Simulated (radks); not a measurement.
Values are calculated unless marked as measured or tabulated.
Numerical settings for the tantalum ion Ta2+, [Xe] 4f14 5d3. Level of theory: Dirac Kohn-Sham, BLYP, spin-unpolarised, spherical densities, finite nucleus; open shells are shared between the two j in proportion to 2j + 1; Fermi nuclear charge, rms radius 5.3507 fm (a radial shooting solver on a logarithmic mesh with Libxc functionals). The defaults (mesh step 0.008 in ln r, mesh end at 40 bohr or more with all orbitals vanishing there, Anderson mixing 0.5 over 9 steps, residual threshold near 1e-9 with the energy settled to 1e-9 hartree or 1e-11 of itself, here a cap of 62 iterations) give E = -15623.6828 hartree and 5d5/2 at -18.019 eV in 17 iterations. Run on one thread of a shared host, so times are rough (Intel(R) Xeon(R) 6975P-C): 0.13 s of CPU time, 0.13 s wall, 17 iterations on 2254 mesh points. Changes against that run (0 stands for a change within the tolerance of the run):

setting                     iterations         converged  E (mhartree)  e(5d5/2) (meV)  CPU (s)
mesh step in ln r 0.05              16               yes       +0.0994        -0.00873     0.03
mesh step in ln r 0.005             17               yes             0               0     0.21
mesh step in ln r 0.2                4                no      diverged               -     0.01
mesh end (bohr) 5                   17               yes         +21.7            +707     0.12
mesh end (bohr) 2                   15  level above zero     +7.69e+03       +5.53e+04     0.15
residual threshold 1e-16            62                no             0               0     0.26
residual threshold 0.01             11               yes             0          -0.092      0.1
mixing 1                            13               yes             0               0     0.11
linear mixing, mixing 0.05          62                no        +0.502            -337     0.45
linear mixing, mixing 1             35                no      diverged               -     0.96
mixing history 3                    20               yes             0               0     0.14
iteration cap 8                      8                no       +0.0138           +17.2     0.08

Settled on a wrong energy, with an occupied level pushed above zero by the early mesh end: mesh end (bohr) 2 (+7.69 hartree). Apart from these: settings that end as converged yet miss the energy by more than 1 mhartree: mesh end (bohr) 5 (+0.0217 hartree). A mesh that ends early acts as a hard wall.
